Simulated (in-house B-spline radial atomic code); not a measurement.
RPA and G0W0 for C2+, [He] 2s2, as one setting changes: the share of exact exchange in the PBE hybrid start. A dash marks a level of low quasi-particle weight. Computed with a B-spline radial code for spherical atoms: all electrons, non-relativistic, point nucleus, each spin shell either full or empty, empty states to l = 9 with an (l + 1/2)⁻⁴ tail; G0W0 by contour deformation at full frequency.

```
share of exact exchange in the PBE hybrid start  mean-field level (eV)  G0W0 level (eV)  RPA correlation (Eh)
                                              0                 -40.36        2s -47.83              -0.23037
                                            0.1                 -41.03        2s -47.82              -0.21956
                                            0.2                 -41.70        2s -47.80              -0.21047
                                            0.3                      ?                ?                     ?
                                            0.4                      ?                ?                     ?
                                            0.5                 -43.71        2s -47.72              -0.18984
                                            0.6                 -44.38        2s -47.69              -0.18445
                                            0.7                 -45.05        2s -47.67              -0.17959
                                            0.8                 -45.72        2s -47.64              -0.17517
                                            0.9                 -46.38        2s -47.61              -0.17112
                                              1                 -47.05        2s -47.59              -0.16738
```

Question: What belongs in the row for 0.3?

Answer: mean-field level (eV): -42.37; G0W0 level (eV): 2s -47.77; RPA correlation (Eh): -0.20267.

Question: What belongs in the row for 0.4?

Answer: mean-field level (eV): -43.04; G0W0 level (eV): 2s -47.75; RPA correlation (Eh): -0.19586.
